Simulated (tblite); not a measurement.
C₄H₉BF₂Se.
Atom-mapped SMILES: `[CH3:1][CH2:2][Se:3][C@@H:4]([CH3:5])[B:6]([F:7])[F:8]` (hydrogens: H9, H10, H11 on C1; H12, H13 on C2; H14 on C4; H15, H16, H17 on C5)

Computed with GFN2-xTB (tblite), gas phase: L-BFGS steps from a force-field or distance-geometry start until the largest atomic force falls under 0.01 eV/Å.

Step 7: E = -737.7594 eV
```
atom  x, y, z in Å  |  force x, y, z in eV/Å
C1      3.0278   -0.0293    0.1250    0.027  -0.005   0.002
C2      1.5777   -0.2848    0.4778    0.055  -0.020   0.021
Se3     0.3928    0.6881   -0.7607    0.028   0.036  -0.035
C4     -1.3021    0.0401    0.0769   -0.074  -0.103   0.031
C5     -2.4280    0.9997   -0.2849   -0.028   0.033   0.003
B6     -1.5537   -1.4295   -0.4152   -0.025  -0.065  -0.006
F7     -1.5987   -2.4576    0.4102    0.086  -0.080   0.050
F8     -1.7386   -1.7521   -1.6744   -0.027   0.003  -0.100
H9      3.2332   -0.3617   -0.8911    0.038  -0.011   0.021
H10     3.2462    1.0359    0.1878    0.040  -0.022   0.010
H11     3.6760   -0.5677    0.8132    0.039   0.017  -0.019
H12     1.3479    0.0690    1.4850    0.005  -0.011   0.000
H13     1.3267   -1.3444    0.4014    0.007  -0.001   0.002
H14    -1.1094    0.0693    1.1525   -0.018   0.067   0.048
H15    -2.5652    1.0301   -1.3638   -0.043   0.010  -0.004
H16    -2.1894    1.9991    0.0691   -0.042   0.081  -0.008
H17    -3.3503    0.6608    0.1812   -0.069   0.072  -0.016
```

Step 8: E = -737.7614 eV
```
atom  x, y, z in Å  |  force x, y, z in eV/Å
C1      3.0296   -0.0299    0.1257    0.023  -0.004   0.000
C2      1.5785   -0.2855    0.4784    0.069  -0.010   0.006
Se3     0.3925    0.6881   -0.7609    0.024   0.025  -0.018
C4     -1.3031    0.0416    0.0784   -0.126  -0.144   0.026
C5     -2.4312    1.0022   -0.2847    0.019  -0.012   0.014
B6     -1.5552   -1.4316   -0.4157   -0.004  -0.014   0.009
F7     -1.5952   -2.4620    0.4074    0.085  -0.061   0.056
F8     -1.7397   -1.7555   -1.6750   -0.027   0.027  -0.082
H9      3.2353   -0.3619   -0.8908    0.031  -0.012   0.030
H10     3.2487    1.0355    0.1877    0.031  -0.029   0.012
H11     3.6800   -0.5675    0.8133    0.016   0.021  -0.026
H12     1.3479    0.0690    1.4853    0.009  -0.015  -0.002
H13     1.3265   -1.3449    0.4010    0.013   0.005   0.006
H14    -1.1094    0.0718    1.1554   -0.033   0.059  -0.007
H15    -2.5671    1.0303   -1.3642   -0.039   0.016   0.009
H16    -2.1900    2.0015    0.0686   -0.056   0.069  -0.014
H17    -3.3551    0.6638    0.1804   -0.035   0.080  -0.019
```

Step 9: E = -737.7643 eV
```
atom  x, y, z in Å  |  force x, y, z in eV/Å
C1      3.0328   -0.0308    0.1267    0.019  -0.002  -0.004
C2      1.5812   -0.2867    0.4795    0.058   0.008  -0.016
Se3     0.3924    0.6883   -0.7615   -0.005  -0.017   0.024
C4     -1.3075    0.0412    0.0813   -0.151  -0.131   0.007
C5     -2.4358    1.0058   -0.2842    0.058  -0.056   0.020
B6     -1.5577   -1.4359   -0.4164    0.020   0.034   0.024
F7     -1.5877   -2.4698    0.4039    0.083  -0.022   0.041
F8     -1.7419   -1.7599   -1.6770   -0.024   0.058  -0.028
H9      3.2392   -0.3624   -0.8897    0.024  -0.016   0.026
H10     3.2532    1.0343    0.1879    0.018  -0.024   0.015
H11     3.6866   -0.5668    0.8128   -0.006   0.014  -0.020
H12     1.3482    0.0687    1.4855    0.018  -0.020  -0.006
H13     1.3266   -1.3456    0.4004    0.025   0.012   0.010
H14    -1.1102    0.0769    1.1596   -0.057   0.031  -0.079
H15    -2.5710    1.0309   -1.3645   -0.027   0.022   0.031
H16    -2.1921    2.0065    0.0673   -0.065   0.023  -0.025
H17    -3.3633    0.6703    0.1786    0.012   0.087  -0.019
```

Step 10: E = -737.7666 eV
```
atom  x, y, z in Å  |  force x, y, z in eV/Å
C1      3.0359   -0.0317    0.1275    0.015   0.001  -0.008
C2      1.5844   -0.2876    0.4802    0.026   0.018  -0.027
Se3     0.3921    0.6881   -0.7614   -0.040  -0.057   0.058
C4     -1.3138    0.0387    0.0838   -0.112  -0.065  -0.017
C5     -2.4388    1.0081   -0.2835    0.050  -0.058   0.010
B6     -1.5595   -1.4395   -0.4168    0.027   0.042   0.027
F7     -1.5798   -2.4762    0.4014    0.083   0.008   0.019
F8     -1.7442   -1.7623   -1.6787   -0.021   0.075   0.020
H9      3.2429   -0.3632   -0.8884    0.020  -0.021   0.010
H10     3.2573    1.0328    0.1884    0.011  -0.007   0.015
H11     3.6920   -0.5660    0.8120   -0.013  -0.001  -0.003
H12     1.3489    0.0680    1.4855    0.029  -0.020  -0.006
H13     1.3272   -1.3458    0.4000    0.036   0.013   0.011
H14    -1.1120    0.0816    1.1616   -0.075  -0.003  -0.104
H15    -2.5748    1.0318   -1.3641   -0.014   0.021   0.036
H16    -2.1950    2.0108    0.0658   -0.054  -0.024  -0.030
H17    -3.3698    0.6773    0.1768    0.033   0.079  -0.009
```

Q: Estimate the geometry and energy of step 11. (The exact step hangs on the optimiser's Hessian estimate; all steps are aligned on step 10, rigid shifts and turns removed.)

A: E = -737.7687 eV, largest force 0.129 eV/Å
```
atom  x, y, z in Å  |  force x, y, z in eV/Å
C1      3.0390   -0.0324    0.1280    0.010   0.005  -0.010
C2      1.5878   -0.2882    0.4804   -0.011   0.019  -0.025
Se3     0.3910    0.6868   -0.7603   -0.069  -0.083   0.070
C4     -1.3215    0.0351    0.0857   -0.037   0.019  -0.038
C5     -2.4409    1.0093   -0.2828    0.010  -0.030  -0.011
B6     -1.5607   -1.4424   -0.4167    0.021   0.026   0.023
F7     -1.5709   -2.4818    0.3994    0.084   0.028  -0.001
F8     -1.7466   -1.7629   -1.6798   -0.019   0.078   0.051
H9      3.2467   -0.3644   -0.8869    0.017  -0.023  -0.011
H10     3.2613    1.0314    0.1891    0.007   0.014   0.011
H11     3.6967   -0.5653    0.8113   -0.015  -0.018   0.017
H12     1.3501    0.0669    1.4853    0.039  -0.017  -0.001
H13     1.3285   -1.3457    0.4000    0.047   0.006   0.009
H14    -1.1152    0.0859    1.1615   -0.085  -0.037  -0.083
H15    -2.5784    1.0331   -1.3629   -0.002   0.015   0.018
H16    -2.1988    2.0141    0.0637   -0.025  -0.056  -0.027
H17    -3.3751    0.6854    0.1750    0.028   0.055   0.009
```

The energy changes by -0.0021 eV. The first-order estimate −F·Δx gives -0.0029 eV and the mean of the old and new forces, exact on a quadratic surface, -0.0021 eV. The step makes an angle of 62° with the force vector and moves no atom by more than 0.011 Å.

The cost below is that of the whole relaxation. Hardware: one thread, Arm Neoverse V1 (aarch64) (shared host). Cost: 0.59 s wall.
